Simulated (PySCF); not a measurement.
Si(F)2(H)(nPr) (C3H8F2Si), SMILES F[SiH](F)CCC. Atoms are numbered in the order given.

```xyz
14

Si     0.6692     0.6203    -0.1675
F      1.9091     1.2966     0.6541
F      1.3063    -0.5486    -1.1174
C     -0.5037    -0.1716     1.0529
C     -1.4741    -1.2059     0.4520
C     -2.4347    -0.6221    -0.5868
H      0.1093     1.6751    -1.0661
H      0.1346    -0.6365     1.8361
H     -1.0631     0.6444     1.5643
H     -0.8843    -2.0265    -0.0096
H     -2.0577    -1.6748     1.2731
H     -3.0332     0.2118    -0.1635
H     -3.1439    -1.3887    -0.9578
H     -1.8937    -0.2243    -1.4715
```
Charge 0, spin multiplicity 1.

Geometry: PBE-D3(BJ)/def2-SVP. Other conformers were not sampled.

The numbers are results of PySCF with PBE/pcSseg-1, not measurements.

GIAO shieldings, no solvent; atoms listed in one row are averaged. δ = σ(ref) − σ: ²⁹Si against TMS (σ = 335.4 ppm); ¹⁹F against CFCl3 (σ = 133.6 ppm); ¹³C against TMS (σ = 182.0 ppm); ¹H against TMS (σ = 31.49 ppm), references at their B3LYP-D3(BJ)/def2-TZVP geometries, non-relativistic.

```tsv
nucleus	atoms	count	δ (ppm)
²⁹Si	Si1	1	8.1
¹⁹F	F2	1	-172.4
¹⁹F	F3	1	-182.0
¹³C	C5	1	25.0
¹³C	C4	1	24.5
¹³C	C6	1	22.0
¹H	H7	1	5.97
¹H	H10	1	2.30
¹H	H11	1	2.19
¹H	H8	1	1.69
¹H	H12, H13, H14	3	1.57
¹H	H9	1	1.19
```
